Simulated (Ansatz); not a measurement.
## A barrier at the coupled-cluster level

Start structure (Si2H8O2, closed shell), relaxed at PBE0-D4/def2-TZVP:

Si1  (-0.568, -1.309, 1.055)
O2  (0.844, -0.553, 0.673)
H3  (-0.222, -2.584, 1.744)
H4  (-1.391, -1.556, -0.147)
O5  (-1.482, -0.329, 1.990)
H6  (1.664, 1.908, -1.009)
Si7  (0.455, 1.470, -1.748)
H8  (1.646, -1.076, 0.690)
H9  (-1.092, 0.020, 2.793)
H10  (0.662, 0.113, -2.311)
H11  (-0.731, 1.481, -0.857)
H12  (0.216, 2.415, -2.873)
(Å)

The step: SiH₄O₂ ([OH][SiH2][OH]) + SiH₄ → Si₂H₆O ([OH][SiH2][SiH3]) + H₂O; bonds formed: Si1–Si7, O2–H6; bonds broken: Si1–O2, H6–Si7. Program: Ansatz 0.2.0. Basis: def2-TZVPP and def2-QZVPP. Cores are frozen in the correlated methods. Extrapolation: Hartree–Fock as exp(−7.88 √X), correlation as X^−2.97. Energies below are by CCSD(T) at an estimated basis limit (MP2 extrapolated from triple and quadruple zeta, plus CCSD(T) − MP2 in triple zeta).

(1) What are the electronic barrier and the energy of the step, from the start structure to the end structure? (To be estimated.)

The T1 diagnostic stays at or below 0.014.

Results:

(1) The calculation gives: Barrier 281.8 kJ/mol; step energy 94.3 kJ/mol (uphill); reverse barrier, their difference, 187.5 kJ/mol. Barrier and step energy count from the start structure, the reverse barrier from the end structure.

The saddle point: One imaginary mode of 1299i cm⁻¹.
```csv
pair,start (Å),saddle (Å),end (Å)
Si1–Si7,4.08,2.66,2.35
O2–H6,3.09,1.22,0.96
Si1–O2,1.65,1.90,3.64
H6–Si7,1.48,1.87,3.24
```

Zero-point energy (harmonic, PBE0-D4): ZPE is 203.4 kJ/mol at the start and 200.8 kJ/mol at the saddle, so the barrier goes from 281.8 to 279.2 kJ/mol.

Labels in which every atom is bracketed show which atoms are joined, not bond orders.

For scale, one of the runs: CCSD(T)/def2-TZVPP, 258 basis functions, launched by `ansatz run in.yaml --threads 4 --pin off --events-out ev --progress --plain --max-ram 9574MiB`. The run took 2.2 min on 4 CPU threads of an Arm Neoverse V2 (shared host), with 5.7 GiB of host memory at its peak.
